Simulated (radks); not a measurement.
Results of a calculation; reference values are marked as such.
Zn+, configuration [Ar] 3d10 4s1 (the NIST ground configuration). Code: a radial shooting solver on a logarithmic mesh with Libxc functionals. Model: scalar-relativistic Kohn-Sham, LB94 model potential, spin-polarised, spherical densities, finite nucleus; open shells are filled with parallel spins first; Fermi nuclear charge, rms radius 3.9283 fm.

Radial electron density D(r) = 4 pi r^2 rho(r):

r (bohr)  D(r) (e/bohr)  spin D(r)
0.007527          9.117    0.00495
0.008693          11.26    0.00607
0.00996           13.61    0.00728
0.01141           16.28    0.00862
0.01307           19.22     0.0100
0.01498           22.38     0.0115
0.01716           25.64     0.0128
0.01966           28.84     0.0140
0.02252           31.78     0.0147
0.02601           34.35     0.0148
0.0298            36.01     0.0141
0.03414           36.74     0.0126
0.03912           36.45     0.0102
0.04481           35.23    0.00722
0.05134           33.36    0.00427
0.05882           31.35    0.00225
0.06739           29.82    0.00230
0.07783           29.43    0.00584
0.08917           30.63     0.0132
0.1022            33.31     0.0240
0.117             36.86     0.0364
0.1341            40.20     0.0471
0.1536            42.04     0.0525
0.176             41.38     0.0498
0.2017            37.93     0.0403
0.2329            32.06     0.0296
0.2668            26.09     0.0295
0.3057            21.54     0.0490
0.3502            19.60     0.0898
0.4012            20.26      0.142
0.4597            22.33      0.185
0.5267            24.14      0.196
0.6034            24.31      0.166
0.6968            22.20      0.101
0.7983            18.53     0.0419
0.9146            14.20     0.0218
1.048             10.11     0.0642
1.201             6.818      0.167
1.375             4.455      0.303
1.576             2.891      0.428
1.805             1.892      0.503
2.085             1.215      0.504
2.389            0.7854      0.437
2.737            0.4836      0.328
3.135            0.2741      0.213
3.592            0.1382      0.118
4.116           0.06009     0.0542
4.715           0.02182     0.0205
5.402          0.006410    0.00617
6.239          0.001341    0.00131
7.148         0.0002290   0.000226

D(r) has 3 maxima, at r = 0.0353, 0.160, 0.571 bohr, and minima at 0.0754, 0.359 bohr, inside which lie 2.11, 10.95 electrons.
